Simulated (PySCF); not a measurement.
Species: C5H12O2Si.
Z-matrix (Å and degrees, PBE0-D3(BJ)/def2-SVP geometry), rows numbered from 1:
```
Si
C   1  1.8947
C   2  1.5150  1  112.45
C   3  1.5244  2  114.88  1   168.60
C   4  1.5214  3  109.18  2  -172.56
O   5  1.4072  4  110.45  3    52.55
C   6  1.3875  5  111.42  4   -56.32
O   7  1.3926  6  112.80  5    60.46
H   1  1.4977  2  108.79  3   163.43
H   1  1.4963  2  109.85  3    45.35
H   1  1.4907  2  112.60  3   -76.90
H   2  1.1036  1  108.45  3   121.85
H   2  1.1021  1  109.11  3  -122.02
H   3  1.1133  2  108.86  1   -69.85
H   4  1.1023  3  108.62  2   -53.30
H   4  1.1017  3  110.55  2    65.25
H   5  1.0993  4  111.86  3   171.75
H   5  1.1110  4  109.82  3   -68.77
H   7  1.1156  6  109.81  5   -61.74
H   7  1.0981  6  107.65  5   178.67
```

Computed with PySCF at B3LYP/def2-SVPD, non-relativistic, on one gas-phase PBE0-D3(BJ)/def2-SVP geometry that isn't relaxed in the solvent. The solvent is an IEF-PCM continuum (cavity from Bondi-type radii × 1.2), and excitations are vertical TDDFT with non-equilibrium linear response and a frozen core. Specific hydrogen bonds and non-electrostatic terms are outside this model.

Gas-phase singlets (H = HOMO, L = LUMO):

```
state  E (eV)  λ (nm)      f  leading configurations
   S1   7.054     176  0.002                 H→L 92%
   S2   7.291     170  0.023    H-1→L 70%, H→L+1 21%
   S3   7.431     167  0.009    H→L+1 67%, H-1→L 17%
   S4   7.533     165  0.001    H→L+2 69%, H→L+3 23%
   S5   7.613     163  0.028             H-1→L+1 85%
```

Q: What are the lowest 5 singlets in dichloromethane (ε = 8.93)?

A: 
```
state  E (eV)  λ (nm)      f               leading configurations  change by rank (eV)
   S1   7.142     174  0.003                              H→L 91%               +0.088
   S2   7.361     168  0.013       H-1→L 58%, H→L+1 15%, H→L+2 9%               +0.070
   S3   7.491     166  0.009      H→L+1 50%, H-1→L 22%, H→L+2 18%               +0.060
   S4   7.595     163  0.029       H→L+2 52%, H→L+1 25%, H→L+3 9%               +0.062
   S5   7.645     162  0.030  H-1→L+1 42%, H-1→L+2 30%, H-1→L 12%               +0.032
```

Q: How does the list change in water (ε = 78.36)?

A: 
```csv
state,E (eV),λ (nm),f,leading configurations,change by rank (eV)
S1,7.152,173,0.002,H→L 91%,+0.098
S2,7.368,168,0.009,"H-1→L 57%, H→L+2 14%, H-1→L+2 13%",+0.077
S3,7.498,165,0.007,"H→L+1 36%, H→L+2 33%, H-1→L 21%",+0.067
S4,7.597,163,0.033,"H→L+1 44%, H→L+2 36%, H-1→L+1 8%",+0.064
S5,7.652,162,0.032,"H-1→L+2 46%, H-1→L+1 24%, H-1→L 13%",+0.039
```

Q: The ground-state energy changes by -0.209 eV from gas to water. By how much does the total energy of gas-phase S2 change?

A: E(S2) = E(S0) + excitation energy, so it changes by -0.209 + 0.077 = -0.132 eV: it is lowered less than the ground state, which is what a blue shift means. This is the vertical state, with the slow part of the continuum still set for S0.

Q: How do the frontier levels move from gas to water?

A: 
| orbital | gas (eV) | solvent (eV) | change (eV) |
| --- | --- | --- | --- |
| LUMO+2 | 0.74 | 0.83 | +0.09 |
| LUMO+1 | 0.63 | 0.80 | +0.17 |
| LUMO | 0.28 | 0.45 | +0.17 |
| HOMO | -7.59 | -7.50 | +0.09 |
| HOMO-1 | -7.76 | -7.67 | +0.09 |
| HOMO-2 | -8.66 | -8.54 | +0.12 |
| HOMO-3 | -8.94 | -8.88 | +0.06 |

The HOMO–LUMO gap goes from 7.87 to 7.95 eV. Rows go by rank; for HOMO-3, HOMO-2, LUMO, LUMO+1 and LUMO+2 the atom shares or the degeneracy differ between the runs, so the row needn't follow one orbital.
